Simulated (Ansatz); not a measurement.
## Ansatz (development build ahead of 0.2.0) run

```yaml
crystal:
  periodic: [false, false, false]
  atoms:
    - { symbol: H, position_ang: [1.9, 0.0, 0.37] }
    - { symbol: H, position_ang: [0.95, 1.64545, 0.37] }
    - { symbol: H, position_ang: [-0.95, 1.64545, 0.37] }
    - { symbol: H, position_ang: [-1.9, 0.0, 0.37] }
    - { symbol: H, position_ang: [-0.95, -1.64545, 0.37] }
    - { symbol: H, position_ang: [0.95, -1.64545, 0.37] }
    - { symbol: H, position_ang: [1.9, 0.0, -0.37] }
    - { symbol: H, position_ang: [0.95, 1.64545, -0.37] }
    - { symbol: H, position_ang: [-0.95, 1.64545, -0.37] }
    - { symbol: H, position_ang: [-1.9, 0.0, -0.37] }
    - { symbol: H, position_ang: [-0.95, -1.64545, -0.37] }
    - { symbol: H, position_ang: [0.95, -1.64545, -0.37] }
basis:
  gaussian: { orbitals: def2-SVP }
hamiltonian:
  xc: hf
correlation:
  method: mp2
  frozen_orbitals: { H: 0 }
output:
  forces: true
```

The input is written out in the form of the current development build from the run's settings.

Results

```
Converged          : yes
Reference energy   : -6.66514 hartree
Correlation energy : -0.17104 hartree
Total energy       : -6.83618 hartree
```

Forces (eV/Å):
```csv
atom,Fx,Fy,Fz
H1,0.678,0.000,-0.146
H2,0.339,0.587,-0.146
H3,-0.339,0.587,-0.146
H4,-0.678,0.000,-0.146
H5,-0.339,-0.587,-0.146
H6,0.339,-0.587,-0.146
H7,0.678,0.000,0.146
H8,0.339,0.587,0.146
H9,-0.339,0.587,0.146
H10,-0.678,0.000,0.146
H11,-0.339,-0.587,0.146
H12,0.339,-0.587,0.146
```
